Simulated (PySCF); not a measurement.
C₃H₅FN₂Si.
Numbering: `[F:1][c:2]1[cH:3][cH:4][n:5]([SiH3:6])[n:7]1`

Probes without a nucleus sit at each ring's centroid and 1 Å off its mean plane on both sides; NICS is minus the shielding there, NICSzz its component along the normal. Level: GIAO PBE0/pcSseg-1 (PySCF, non-relativistic, gas phase) on the GFN2-xTB geometry, one conformer.

Ring bond lengths (Å), with Mayer bond orders in brackets: C2–C3 1.407 (1.32), C3–C4 1.370 (1.46), C4–N5 1.353 (1.13), N5–N7 1.344 (1.12), N7–C2 1.309 (1.56).

Task: What do the NICS probes read (ppm)?

Result: 
| ring | type | NICS(0) | NICS(1), two faces | NICS(1)zz, two faces | rms pucker (Å) | centre to ring atoms, mean (Å) |
| --- | --- | --- | --- | --- | --- | --- |
| C2–C3–C4–N5–N7 | 5-membered ring with 2 N; formal bonds all aromatic | -13.7 | -11.2 / -11.1 | -28.3 / -27.8 | 0.00 | 1.15 |

Task: What do they say, and how far can they be read as aromaticity?

Result: 
- C2–C3–C4–N5–N7: mean NICS(1)zz -28.1 ppm, shielded. The ring is flat and has no four-coordinate atom; by the NICS criterion it is aromatic.

Task: And the bond-length index? HOMA = 1 − mean of α(R − Ropt)² over the ring bonds, with Krygowski's 1993 parameters (CC: Ropt 1.388 Å, α 257.7 Å⁻²; CN: Ropt 1.334 Å, α 93.52 Å⁻²; NN: Ropt 1.309 Å, α 130.33 Å⁻²).

Result: 
- C2–C3–C4–N5–N7: HOMA 0.91; the largest term is that of N5–N7, α(R − Ropt)² = 0.16. The geometric and the magnetic index point the same way.

Task: Give the inner angles of the rings and the Hirshfeld charges of the ring atoms.

Result: 
- C2–C3–C4–N5–N7: C2 112.5° (+0.108 e), C3 102.9° (-0.110 e), C4 108.4° (-0.014 e), N5 110.6° (-0.060 e), N7 105.6° (-0.168 e); sum 540.0° against 540° for a flat convex ring.

Task: How shielded are the nuclei of the rings and their hydrogens (means over atoms taken as equivalent)?

Result: 
| atoms | environment | σ isotropic (ppm) |
| --- | --- | --- |
| C2 | aromatic C–F carbon | 9.7 |
| C3 | aromatic CH carbon | 87.6 |
| C4 | aromatic CH next to a ring nitrogen | 46.4 |
| N5 | pyrrole-type nitrogen | 68.0 |
| N7 | pyridine-type nitrogen | -50.7 |
| H on C3 | aromatic hydrogen | 25.62 |
| H on C4 | aromatic hydrogen | 24.30 |
